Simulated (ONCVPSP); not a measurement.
Reading a pseudo-wave (Cs (Z = 55))

Columns: radius, all-electron u(r) and pseudo u(r) of the 5p shell (level -13.55 eV) of caesium in the configuration [Kr] 4d10 5s2 5p6 6s1; PBEsol, scalar-relativistic, ONCV scheme, ONCVPSP 4.0.1.

```tsv
r (bohr)	all-electron	pseudo
0.150	0.1454	0.0130
0.300	0.1217	0.0511
0.450	-0.2760	0.1121
0.600	-0.3917	0.1920
0.750	-0.2405	0.2853
0.900	0.0187	0.3855
1.050	0.2781	0.4851
1.200	0.4895	0.5769
1.350	0.6405	0.6544
1.500	0.7350	0.7125
1.650	0.7824	0.7487
1.800	0.7933	0.7622
1.950	0.7778	0.7549
2.100	0.7443	0.7300
2.250	0.6992	0.6916
2.400	0.6477	0.6443
2.550	0.5933	0.5921
2.700	0.5386	0.5383
2.850	0.4854	0.4854
3.000	0.4349	0.4349
3.150	0.3878	0.3878
3.300	0.3444	0.3444
3.450	0.3049	0.3049
3.600	0.2692	0.2692
3.750	0.2371	0.2371
3.900	0.2085	0.2085
```

**Question.** How many radial nodes do the two functions have?

**Answer.** The all-electron 5p function has n − l − 1 = 3 (the table is too coarse to show those close to the nucleus); the pseudo-wave has 0, since the states of the same l below it are removed with the core.

**Question.** At about which radius was the pseudo-wave matched?

**Answer.** 3.00 bohr. The columns agree to 0.0005 from 2.70 bohr on; several derivatives are matched, so the curves merge somewhat inside the radius.

**Question.** Is the pseudo-wave norm-conserving?

**Answer.** Yes: the ONCV scheme keeps the norm inside the radius equal to the all-electron one, which fixes the energy derivative of the logarithmic derivative at the level.
